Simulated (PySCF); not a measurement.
Isomers of C7H10NP. Method used: PBE0-D3(BJ)/def2-SVP geometry optimisation, gas phase (PySCF). Energies are electronic, without zero-point or thermal terms, for one conformer each. No frequencies were run at this level. Point groups hold within 0.08 Å.

Problem. Rank from lowest to highest electronic energy at this level (kcal/mol).
A. `[CH3:1][c:2]1[cH:3][n:4]([CH:5]2[CH2:6][CH2:7]2)[cH:8][p:9]1` with C3–N4–C5–C6 130°
B. `[CH3:1][CH:2]([CH3:3])[c:4]1[n:5][cH:6][cH:7][cH:8][p:9]1` with C1–C2–C4–N5 -62°
C. `[CH3:1][P:2]([CH3:3])[c:4]1[cH:5][cH:6][cH:7][cH:8][n:9]1` with C1–P2–C4–C5 -71°

Solution. C (0.0), B (6.4), A (19.1).

As drawn, the highest has a three-membered ring, which the lowest lacks.

```
         SMILES      E (Eh)  E rel (kcal/mol)  dipole (D)  point group       A, B, C (MHz)
  CP(C)c1ccccn1  -668.02563               0.0        1.92           C1  2885, 967.1, 796.0
  CC(C)c1ncccp1  -668.01537               6.4        1.29           Cs   2503, 1049, 879.4
Cc1cn(C2CC2)cp1  -667.99518              19.1        3.69           C1  3076, 904.8, 731.8
```

Problem. How do the relative energies change in single points at PBE0/pcSseg-1 (no added dispersion term) on the same geometries?

Solution. 
```tsv
SMILES	PBE0-D3(BJ)/def2-SVP (kcal/mol)	PBE0/pcSseg-1 (kcal/mol)	shift
CP(C)c1ccccn1	0.0	0.0	0.0
CC(C)c1ncccp1	6.4	6.6	+0.2
Cc1cn(C2CC2)cp1	19.1	20.2	+1.1
```

Each column counts from its own lowest isomer. The order is unchanged; the largest shift is 1.1 kcal/mol.

Problem. As an exercise, what shares would exp(−E/RT) give at 1000 K from these electronic energies alone (no entropy, no degeneracies)?

Solution. RT = 1.987 kcal/mol: CP(C)c1ccccn1 96.2 %, CC(C)c1ncccp1 3.8 %, Cc1cn(C2CC2)cp1 under 0.1 %.
